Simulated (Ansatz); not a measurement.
# What each rung costs, and what it gives

Saddle point of SiH3Cl3, closed shell (SiHCl₃ ([Cl][SiH]([Cl])[Cl]) + H₂ → SiH₂Cl₂ ([Cl][SiH2][Cl]) + HCl; bonds formed: Si1–H7, Cl2–H6; bonds broken: Si1–Cl2, H6–H7), PBE0-D4/def2-TZVP structure:

```json
{"atom": "Si1", "x (Å)": "-0.3632", "y (Å)": "0.1017", "z (Å)": "-0.2407"}
{"atom": "Cl2", "x (Å)": "2.0094", "y (Å)": "-0.3063", "z (Å)": "-0.6258"}
{"atom": "Cl3", "x (Å)": "-0.9249", "y (Å)": "-1.7989", "z (Å)": "-0.6269"}
{"atom": "Cl4", "x (Å)": "-1.9432", "y (Å)": "0.9451", "z (Å)": "0.8099"}
{"atom": "H5", "x (Å)": "-0.2443", "y (Å)": "1.0553", "z (Å)": "-1.3441"}
{"atom": "H6", "x (Å)": "1.1151", "y (Å)": "-0.0782", "z (Å)": "0.7618"}
{"atom": "H7", "x (Å)": "0.3511", "y (Å)": "0.0813", "z (Å)": "1.2657"}
```

Barriers are electronic and count from the start structure reached by relaxing down the imaginary mode.

Computed with Ansatz 0.2.0 (basis: as named in each row); correlated methods freeze the cores. B3LYP uses VWN-RPA correlation. Extrapolation: Hartree–Fock as exp(−7.88 √X), correlation as X^−2.97.

Times are rough, for one single point on 4 threads of a shared host (Arm Neoverse V2).

The estimate by CCSD(T) at an estimated basis limit (MP2 extrapolated from triple and quadruple zeta, plus CCSD(T) − MP2 in triple zeta) is 240.2 kJ/mol.

| method | basis | time (s) | barrier (kJ/mol) | method less estimate |
| --- | --- | --- | --- | --- |
| HF | STO-3G | under 1 | 443.4 | 203.2 |
| PBE-D4 | STO-3G | under 1 | 295.5 | 55.3 |
| SPW92 | def2-SVP | under 1 | 164.2 | -76.0 |
| B3LYP-D4 | 6-31G | under 1 | 250.6 | 10.4 |
| PBE-D4 | def2-SVP | under 1 | 196.1 | -44.1 |
| PBE0-D4 | def2-SVP | under 1 | 213.5 | -26.6 |
| SPW92 | def2-TZVPP | under 1 | 165.8 | -74.3 |
| CCSD(T) | def2-SVP | 1 | 257.8 | 17.6 |
| PBE-D4 | def2-TZVPP | 1 | 200.2 | -40.0 |
| BLYP-D4 | def2-TZVPP | 1 | 220.7 | -19.5 |
| B3LYP-D4 | def2-TZVPP | 2 | 231.9 | -8.3 |
| BHLYP-D4 | def2-TZVPP | 2 | 251.4 | 11.2 |
| CAM-B3LYP-D4 | def2-TZVPP | 2 | 237.9 | -2.3 |
| PBE0-D4 | def2-TZVPP | 2 | 216.8 | -23.4 |
| r2SCAN-D4 | def2-TZVPP | 3 | 216.8 | -23.3 |
| RPA on PBE | def2-TZVPP | 3 | 245.0 | 4.8 |
| B2PLYP | def2-TZVPP | 3 | 239.6 | -0.5 |
| wB97M-V | def2-SVP | 4 | 229.3 | -10.9 |
| PBE-QIDH | def2-TZVPP | 4 | 233.6 | -6.6 |
| r2SCAN0-D4 | def2-TZVPP | 4 | 227.1 | -13.1 |
| wB97X-V | def2-TZVPP | 6 | 240.4 | 0.2 |
| wB97M-V | def2-TZVPP | 6 | 236.3 | -3.8 |
| B97M-V | def2-TZVPP | 7 | 231.0 | -9.2 |
| MP2 | def2-QZVPP | 11 | 241.5 | 1.4 |
| CCSD(T) | def2-TZVPP | 47 | 244.7 | 4.5 |

All methods are single points on the PBE0-D4 structures.

No T1 diagnostic of these runs exceeds 0.011.

Labels in which every atom is bracketed show which atoms are joined, not bond orders.
